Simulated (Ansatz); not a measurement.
Born–Oppenheimer molecular dynamics of H₈OSSi₃ (13 atoms, charge 0, multiplicity 1). It starts from a relaxed structure.

These are results of Ansatz 0.2.0, RKS PBE/STO-3G, not measurements.

| Property | Result |
| --- | --- |
| ensemble | NVT, Langevin thermostat |
| time step | 0.5 fs |
| steps asked | 266 |
| set temperature | 700 K |
| friction | 0.01 /fs |
| masses | H 10 u |
| seed | 176888 |

First frame:

```xyz
13
Properties=species:S:1:pos:R:3
O -2.198 0.211 2.122
Si -0.824 -0.569 1.387
Si 0.215 0.614 -0.277
Si 1.937 -0.542 -1.179
S -1.103 1.217 -1.868
H -2.888 0.214 1.349
H 0.098 -0.771 2.498
H -1.195 -1.893 0.874
H 0.764 1.829 0.329
H 2.639 0.242 -2.186
H 2.898 -0.906 -0.148
H 1.481 -1.771 -1.810
H -1.802 2.090 -1.076
```

Problem. How far do the bonds stretch over the last three quarters of this one trajectory? (Pairs bonded in most of those frames.)

Solution. 
```
   bond  mean (Å)  spread (Å)  shortest  longest
 O1–Si2     1.748       0.031      1.69     1.80
  O1–H6     1.048       0.063      0.94     1.16
Si2–Si3     2.279       0.027      2.24     2.34
 Si2–H7     1.458       0.034      1.39     1.51
 Si2–H8     1.476       0.032      1.43     1.55
Si3–Si4     2.280       0.073      2.16     2.39
 Si3–S5     2.162       0.060      2.07     2.24
 Si3–H9     1.466       0.034      1.40     1.53
Si4–H10     1.458       0.054      1.38     1.55
Si4–H11     1.447       0.045      1.38     1.54
Si4–H12     1.452       0.033      1.39     1.51
 S5–H13     1.383       0.032      1.33     1.44
```

Mean temperature of the second half: 418 K. The mean temperature of the second half is 40 % below the set value. A run of 0.13 ps of so small a system gives no equilibrium averages. Limits of this set-up: minimal basis.

Time of the run: 10 min on 1 thread of Arm Neoverse V1 (shared host), peak memory 0.088 GiB.
